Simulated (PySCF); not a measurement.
C4H3BrS, SMILES Brc1cccs1, point group Cs.

Level: B3LYP/pcSseg-1 in PySCF (density fitting, grid level 2); geometry and Hessian at that level, cubic constants and property derivatives from steps of ±0.6 along each species' dimensionless normal coordinates, second-order vibrational perturbation theory. The parent has the commonest isotopes.

Equilibrium geometry (Å):

```
atom        x        y        z
 Br1   3.0600   0.7180  -0.0315
  C2   1.2004   0.4229  -0.0488
  C3   0.5591  -0.7605   0.1739
  C4  -0.8591  -0.6234   0.0841
  C5  -1.2584   0.6492  -0.2021
  S6   0.0934   1.7278  -0.3723
  H7   1.0765  -1.6874   0.3921
  H8  -1.5510  -1.4466   0.2285
  H9  -2.2665   1.0241  -0.3246
```

Question: Give the equilibrium and ground-state rotational constants (MHz) of parent; ⁸¹Br at 1.

Answer: 
```
  species      Ae      Be      Ce      A0      B0      C0  Δ0 (u Å²)  harmonic ZPE (cm⁻¹)
   parent  5338.7  1122.5  927.49  5307.9  1117.9  923.15      0.151                12430
⁸¹Br at 1  5338.6  1110.1  919.02  5307.8  1105.5  914.72      0.151                12429
```

Δ0 = Ic − Ia − Ib from the ground-state constants.

Question: How is the parent's vibrational correction B0 − Be made up?

Answer: 
| axis | harmonic | Coriolis | cubic | total (MHz) |
| --- | --- | --- | --- | --- |
| a | 5.41 | -3.11 | -33.1 | -30.8 |
| b | 0.683 | -0.183 | -5.13 | -4.63 |
| c | 0.229 | -0.073 | -4.5 | -4.34 |

Question: And its quartic centrifugal distortion constants from the harmonic force field?

Answer: Asymmetric top, A reduction, Ir representation: ΔJ = 0.0445 kHz, ΔJK = 0.475 kHz, ΔK = 0.929 kHz, δJ = 0.00789 kHz, δK = 0.329 kHz.

Question: Which nuclear quadrupole couplings χaa, χbb, χcc (MHz) does the parent show, at equilibrium and averaged?

Answer: 79Br at 1: 618.7, -310.9, -307.8 and 615.6, -310.0, -305.6.

A mode lies under 250 cm⁻¹, where this perturbation treatment is rough.
